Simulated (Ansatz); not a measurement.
Reaction (redistribution): `[OH][Sc]([OH])[F]` + `C[S][Cd][NH2]` → `[NH2][Sc]([OH])[OH]` + `C[S][Cd][F]`

Program: Ansatz. Geometries: PBE0-D4/def2-TZVP. ΔE: electronic, gas phase. CCSD(T)/CBS is the MP2 limit (def2-TZVPP, def2-QZVPP) plus CCSD(T) − MP2 in def2-TZVPP, frozen cores. def2 core potentials past Kr. For Cd, Sc outer-core shells are correlated without core-valence functions, which leaves a few kJ/mol of doubt a bond. Scalar relativity is left out up to krypton. Each species was taken in one conformer, which may not be the lowest.

| species | CCSD(T)/CBS(def2) energy (Eh) |
| --- | --- |
| `[OH][Sc]([OH])[F]` | -1011.74211 |
| `C[S][Cd][NH2]` | -661.27260 |
| `[NH2][Sc]([OH])[OH]` | -967.80997 |
| `C[S][Cd][F]` | -705.17805 |

(1) Work out ΔE.

Largest T1 diagnostic among the species: 0.016.

Results:

(1) ΔE = (-967.80997) + (-705.17805) − (-1011.74211) − (-661.27260) = 0.02669 Eh = +0.73 eV.

Leaving LDA and LC-ωPBE aside and taking each functional with its dispersion term where it has one, the values, not all of them listed here, spread over 0.12 eV, from B97M-V to PBE-QIDH. LDA lies +0.09 eV from PBE without D4. In def2-TZVPP, CCSD(T) changes the Hartree–Fock value by +0.15 eV (the triples alone add +0.02 eV) and MP2 by +0.23 eV.
